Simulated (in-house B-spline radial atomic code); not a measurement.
Relativistic effects in Ge IV (Ge3+), [Ar] 3d10 4s1: non-relativistic Hartree-Fock (point nucleus) against Dirac-Hartree-Fock (Fermi nucleus of rms radius 4.0742 fm), both averages of the configuration, computed with a B-spline radial code for spherical atoms.

| orbital | ε NR (Eh) | ε Dirac (Eh) | <r> NR (bohr) | <r> Dirac (bohr) | change of <r> (%) |
| --- | --- | --- | --- | --- | --- |
| 1s1/2 | -406.5 | -412.33 | 0.04784 | 0.04698 | -1.8 |
| 2s1/2 | -53.392 | -54.702 | 0.213 | 0.209 | -1.9 |
| 2p1/2 | -47.481 | ? | 0.1852 | ? | ? |
| 2p3/2 | -47.481 | ? | 0.1852 | ? | ? |
| 3s1/2 | -8.4244 | -8.6475 | 0.6326 | 0.6223 | -1.6 |
| 3p1/2 | -6.3975 | -6.5651 | 0.6503 | 0.6393 | -1.7 |
| 3p3/2 | -6.3975 | -6.3979 | 0.6503 | 0.6491 | -0.2 |
| 3d3/2 | -2.8717 | -2.8574 | 0.7131 | 0.7131 | 0.0 |
| 3d5/2 | -2.8717 | -2.8332 | 0.7131 | 0.7179 | +0.7 |
| 4s1/2 | -1.6197 | -1.6437 | 1.923 | 1.896 | -1.4 |

Task: What happens to 2p3/2?

Result: Its energy goes to -47.397 hartree and <r> to 0.1847 bohr (-0.24 %).

Task: What happens to 2p1/2?

Result: Its energy goes to -48.582 hartree and <r> to 0.1812 bohr (-2.16 %).

Task: What explains the pattern of contraction and expansion?

Result: Expansion is seen in 3d5/2. The s and p1/2 orbitals contract directly, screen the nucleus better, and so push out orbitals that have little density near the nucleus; spin-orbit coupling adds to this for j = l + 1/2 and opposes it for j = l - 1/2.

Task: By how much does the total energy change?

Result: By -22.114 hartree, from -2073.364 to -2095.477.
